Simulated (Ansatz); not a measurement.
Reaction (ligand exchange at the Sn–O bond): `[SiH3][SiH2][O][SnH3]` + CH₃OH → `C[O][SnH3]` + `O[SiH2][SiH3]`

Program: Ansatz. Geometries: PBE0-D4/def2-TZVP. ΔE: electronic, gas phase. CCSD(T)/CBS adds triple-zeta CCSD(T) − MP2 to the extrapolated MP2 energy (def2 sets, frozen cores). This one scheme is used for every species. DFT in def2-TZVPP. B3LYP here is the variant with VWN-RPA as its local correlation; programs differ in this. Elements past krypton have def2 core potentials. For Sn outer-core shells are correlated without core-valence functions, which leaves a few kJ/mol of doubt a bond. One conformer a species, not always the lowest.

`[SiH3][SiH2][O][SnH3]`:

```xyz
12

Si   -2.443   -0.355    0.725
Si   -0.442   -0.578   -0.473
O     0.679    0.417    0.172
Sn    2.560    0.848   -0.200
H    -2.951    1.043    0.658
H    -2.250   -0.716    2.156
H    -3.480   -1.258    0.150
H    -0.683   -0.261   -1.914
H     0.010   -2.003   -0.431
H     2.953    2.003    0.982
H     3.434   -0.606   -0.036
H     2.613    1.465   -1.788
```

CH₃OH:

Cartesian coordinates in Å:
```
C -0.286 0.141 0.160
O 0.530 -0.269 -0.914
H -1.187 0.577 -0.271
H 0.197 0.904 0.784
H -0.585 -0.698 0.800
H 1.332 -0.654 -0.558
```

`C[O][SnH3]`:

Z-matrix (Å, degrees):
```
C
O 1 1.402
H 1 1.100 2 112.6
H 1 1.094 2 108.4 3 118.9
H 1 1.100 2 112.6 3 -122.2
Sn 2 1.967 1 119.0 3 61.1
H 6 1.709 2 107.4 1 -59.6
H 6 1.698 2 103.8 1 -180.0
H 6 1.709 2 107.4 1 59.7
```

`O[SiH2][SiH3]`:

```xyz
9

O     1.015    1.386   -1.157
Si    0.975    0.304    0.093
Si   -1.167   -0.595    0.430
H     0.750    1.074   -2.023
H     1.929   -0.821   -0.133
H     1.418    1.063    1.289
H    -1.131   -1.600    1.529
H    -1.638   -1.276   -0.809
H    -2.152    0.464    0.781
```

```csv
level,ΔE (kJ/mol),difference from CCSD(T)/CBS
PBE-D4,18.4,-6.6
r2SCAN-D4,20.6,-4.4
B3LYP-D4,23.7,-1.3
ωB97X-V,23.2,-1.8
B2PLYP,22.9,-2.1
r2SCAN,20.0,-5.0
PBE0,21.2,-3.8
B3LYP,21.3,-3.7
HF/def2-TZVPP,31.4,6.4
MP2/def2-TZVPP,24.6,-0.4
SCS-MP2/def2-TZVPP,25.9,0.9
CCSD/def2-TZVPP,26.4,1.4
CCSD(T)/def2-TZVPP,25.3,0.3
HF/def2-QZVPP,32.2,7.2
HF/CBS(def2),32.3,7.3
CCSD/CBS(def2),26.1,1.1
CCSD(T)/CBS,25.0,0
```

Largest T1 diagnostic among the species: 0.014.

From PBE to PBE0 (25 % exact exchange), in def2-TZVPP and without D4, ΔE moves by +4.4 kJ/mol. In def2-TZVPP, CCSD(T) changes the Hartree–Fock value by −6.1 kJ/mol (the triples alone add −1.1 kJ/mol) and MP2 by −6.8 kJ/mol.
